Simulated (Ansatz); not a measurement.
A CCSD(T) single point on C₂H₇BOS (`CC(S)BO`).

```yaml
crystal:
  periodic: [false, false, false]
  atoms:
    - {symbol: C, position_ang: [-0.804494, 0.603296, 0.981269]}
    - {symbol: C, position_ang: [0.286465, -0.298533, 0.432151]}
    - {symbol: S, position_ang: [1.830579, 0.694829, 0.315095]}
    - {symbol: B, position_ang: [0.136645, -0.768301, -1.063256]}
    - {symbol: O, position_ang: [-0.744504, -0.223057, -1.931522]}
    - {symbol: H, position_ang: [-0.568129, 0.961120, 1.985802]}
    - {symbol: H, position_ang: [-0.952854, 1.490233, 0.355897]}
    - {symbol: H, position_ang: [-1.752374, 0.060938, 1.034433]}
    - {symbol: H, position_ang: [0.474764, -1.122964, 1.122513]}
    - {symbol: H, position_ang: [2.624348, -0.280247, -0.157439]}
    - {symbol: H, position_ang: [0.843358, -1.634657, -1.498057]}
    - {symbol: H, position_ang: [-1.296907, 0.462143, -1.542988]}
basis:
  gaussian: {orbitals: def2-TZVPP}
correlation: {method: ccsd_t}
```

```sh
$ ansatz run in.yaml --threads 4 --pin off --events-out ev --progress --plain --max-ram 10444MiB
```

Output of Ansatz, abridged:

```
Functional definition: HF
1553 factors; integrals over basis functions are off by at most 1.2e-3 eV
mean field evaluation 1: about -15697.2450 eV, gradient 4.1e1 eV
mean field evaluation 2: about -15697.4857 eV, gradient 4.1e1 eV
mean field evaluation 4: about -15701.5316 eV, gradient 4.5e0 eV
mean field evaluation 8: about -15701.6075 eV, gradient 3.4e-1 eV
mean field -15701.60815960 eV, -577.0234569330 hartree, gradient 5.3e-6 eV, S^2 0.000000; 0 other end points of the search recorded, 0 dependent functions left out
9 core orbitals not correlated: weight in the atoms' cores, before any rotation towards them, 1.000 or more for the frozen orbitals, at most 0.000 for the correlated occupied ones
reference -15701.60815960 eV, -577.0234569330 hartree; 15, 15 occupied and 240, 240 virtual orbitals, 1553 factors
second order -23.71223881 eV of doubles, -0.00000000 eV of singles
cycle   1  -24.34565474 eV  change   -6.3e-1 eV  update   1.0e-1
cycle   2  -24.92259221 eV  change   -5.8e-1 eV  update   3.0e-2
cycle   3  -25.04294442 eV  change   -1.2e-1 eV  update   1.6e-2
cycle   4  -25.03285126 eV  change    1.0e-2 eV  update   3.9e-3
cycle   5  -25.03195197 eV  change    9.0e-4 eV  update   1.9e-3
cycle   6  -25.03228010 eV  change   -3.3e-4 eV  update   5.7e-4
cycle   7  -25.03201683 eV  change    2.6e-4 eV  update   2.1e-4
cycle   8  -25.03199161 eV  change    2.5e-5 eV  update   6.3e-5
cycle   9  -25.03201604 eV  change   -2.4e-5 eV  update   2.2e-5
perturbative correction -1.02628513 eV, -0.0377152830 hartree
Total energy: -15727.66646077 eV, -577.9810818380 hartree
```

It took 3.2 min on 4 threads of an Arm Neoverse V1 on a shared host, with 6.6 GiB of host memory at the peak.

The correlation energy is -26.058 eV, 3.9 % of it from (T); the T1 diagnostic reads 0.0121.
